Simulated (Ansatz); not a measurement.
B$_{2}$F$_{3}$, doublet, at a GFN2-xTB geometry; CCSD(T) on PBE0/STO-3G (Ansatz, a quantum-chemistry and plane-wave program).

The Ansatz input:
Ansatz 0.2 input:
```yaml
crystal:
  periodic: [false, false, false]
  atoms:
    - {symbol: F, position_ang: [2.28800819, -0.25131237, -0.03783998]}
    - {symbol: B, position_ang: [1.01482057, -0.12552342, 0.08614484]}
    - {symbol: B, position_ang: [-0.53657336, 0.05826643, 0.01378160]}
    - {symbol: F, position_ang: [-1.15328058, 1.24668203, 0.14170634]}
    - {symbol: F, position_ang: [-1.40042050, -0.95800468, -0.15938105]}
basis:
  gaussian:
    orbitals: STO-3G
hamiltonian:
  xc: pbe0
magnetization: {spin_polarized: true, initial_magnetization: 1}
correlation: {method: ccsd_t}
```

What does Ansatz print? Leave out banner, timings and long lists.


```
Functional definition: PBE0
350 factors; integrals over basis functions are off by at most 2.1e-4 eV
mean field evaluation 1: about -9360.5431 eV, gradient 1.1e1 eV
mean field evaluation 2: about -9360.5226 eV, gradient 1.1e1 eV
mean field evaluation 4: about -9361.5198 eV, gradient 8.1e-1 eV
mean field evaluation 8: about -9361.5291 eV, gradient 8.2e-2 eV
mean field evaluation 16: about -9361.5291 eV, gradient 8.8e-7 eV
mean field -9361.52914445 eV, -344.0298505863 hartree, gradient 9.7e-7 eV, S^2 0.752296; 2 other end points of the search recorded, 0 dependent functions left out
5 core orbitals not correlated
reference -9330.71584939 eV, -342.8974828787 hartree; 14, 13 occupied and 6, 7 virtual orbitals, 350 factors
second order -4.32655881 eV of doubles, -0.77751681 eV of singles
cycle   1  -4.21980375 eV  change    7.8e-1 eV  update   1.5e-1
cycle   2  -4.68130605 eV  change   -4.6e-1 eV  update   4.9e-2
cycle   3  -4.72307928 eV  change   -4.2e-2 eV  update   1.4e-2
cycle   4  -4.73207159 eV  change   -9.0e-3 eV  update   4.6e-3
cycle   5  -4.73531752 eV  change   -3.2e-3 eV  update   2.0e-3
cycle   6  -4.73466899 eV  change    6.5e-4 eV  update   7.6e-4
cycle   7  -4.73449047 eV  change    1.8e-4 eV  update   3.4e-4
cycle   8  -4.73467840 eV  change   -1.9e-4 eV  update   1.0e-4
cycle   9  -4.73467799 eV  change    4.1e-7 eV  update   3.9e-5
cycle  10  -4.73467353 eV  change    4.5e-6 eV  update   1.4e-5
perturbative correction -0.45402180 eV, -0.0166849933 hartree
Total energy: -9335.90454471 eV, -343.0881639148 hartree
```
